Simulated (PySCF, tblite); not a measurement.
Isomers of C7H16FNSi. Method: GFN2-xTB as coded in tblite; computed harmonic values from a numerical Hessian at the method's own geometry, unscaled. Against measured fundamentals such values can be off by several per cent, at times by over 20. Modes of hydrogen on silicon can be 10 to 20 % off. One conformer each.

Electronic energies: PBE0-D3(BJ)/def2-SVP at its own geometries (PySCF, gas phase).

```json
{"SMILES": "CCC[Si@@H](NC)[C@@H]1C[C@@H]1F", "electronic energy, lowest = 0 (kJ/mol)": "158.7"}
{"SMILES": "CC[Si@@H](F)N(C)CC1CC1", "electronic energy, lowest = 0 (kJ/mol)": "0.0"}
{"SMILES": "CCC1(CC)C[C@@H](F)[SiH2]N1", "electronic energy, lowest = 0 (kJ/mol)": "92.1"}
{"SMILES": "CC(C)[Si@@]1(C)NCC[C@@H]1F", "electronic energy, lowest = 0 (kJ/mol)": "38.1"}
```

Problem. How do GFN2-xTB zero-point energies change the relative energies?

Solution. 
```
                        SMILES  ZPE (kJ/mol)  of it from modes above 1550 cm⁻¹  electronic (kJ/mol)  with ZPE, lowest = 0 (kJ/mol)  lowest mode (cm⁻¹)  rings
        CC[Si@@H](F)N(C)CC1CC1         577.3                             284.3                  0.0                            0.0                  34      1
    CC(C)[Si@@]1(C)NCC[C@@H]1F         582.1                             289.8                 38.1                           42.8                  27      1
    CCC1(CC)C[C@@H](F)[SiH2]N1         575.3                             281.6                 92.1                           90.1                  65      1
CCC[Si@@H](NC)[C@@H]1C[C@@H]1F         573.5                             285.8                158.7                          154.9                  39      1
```

The zero-point energies span 8.6 kJ/mol, from `CCC[Si@@H](NC)[C@@H]1C[C@@H]1F` to `CC(C)[Si@@]1(C)NCC[C@@H]1F`. The order is unchanged.

Problem. And how do the electronic energies of GFN2-xTB itself compare?

Solution. `CC[Si@@H](F)N(C)CC1CC1` 0.0; `CC(C)[Si@@]1(C)NCC[C@@H]1F` 140.7; `CCC1(CC)C[C@@H](F)[SiH2]N1` 65.0; `CCC[Si@@H](NC)[C@@H]1C[C@@H]1F` 203.1 kJ/mol, lowest = 0. Against the energies above, taken from the same isomer `CC[Si@@H](F)N(C)CC1CC1`, the largest difference is 102.6 kJ/mol. The two levels were optimised apart and needn't hold the same conformer.

Problem. What do entropy and thermal enthalpy add at 298.15 K and 1 bar (rigid rotor, harmonic oscillator, one conformer each)?

Solution. 
| SMILES | point group | symmetry number | S (J/(mol K)) | H − H(0) (kJ/mol) | ZPE + H − H(0) − TS (kJ/mol) |
| --- | --- | --- | --- | --- | --- |
| CC[Si@@H](F)N(C)CC1CC1 | C1 | 1 | 485.9 | 37.42 | 469.8 |
| CC(C)[Si@@]1(C)NCC[C@@H]1F | C1 | 1 | 480.0 | 37.62 | 476.6 |
| CCC1(CC)C[C@@H](F)[SiH2]N1 | C1 | 1 | 445.9 | 34.63 | 477.0 |
| CCC[Si@@H](NC)[C@@H]1C[C@@H]1F | C1 | 1 | 496.2 | 38.66 | 464.2 |
